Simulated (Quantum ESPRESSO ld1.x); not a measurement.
Task: The mean radii <r> (bohr) of the occupied orbitals of an atom or ion are listed with their occupations. Method: Dirac Kohn-Sham, PBEsol, spin-unpolarised, spherical densities, point nucleus; computed with ld1.x of Quantum ESPRESSO 7.5.

orbital  occ.      <r>
1s1/2       2  0.03429
2s1/2       2   0.1493
2p1/2       2   0.1271
2p3/2       4   0.1318
3s1/2       2   0.4151
3p1/2       2   0.4088
3p3/2       4   0.4193
3d3/2       4   0.3961
3d5/2       6   0.3995
4s1/2       2    1.023
4p1/2       2    1.090
4p3/2       4    1.114
4d3/2       1    1.314

Name the element and its charge. Open shells, if any, fill j = l - 1/2 first.

Result: Z = 43, technetium, charge +6: Tc6+ in [Kr] 4d1. The 1s radius gives Z: for a bare nucleus <r> = (2 gamma + 1)/(2Z) with gamma = sqrt(1 - (Z/c)^2), 0.03371 bohr for Z = 43, and screening makes it slightly larger (0.03429 here). The occupations add up to 37, and the charge is Z minus that.
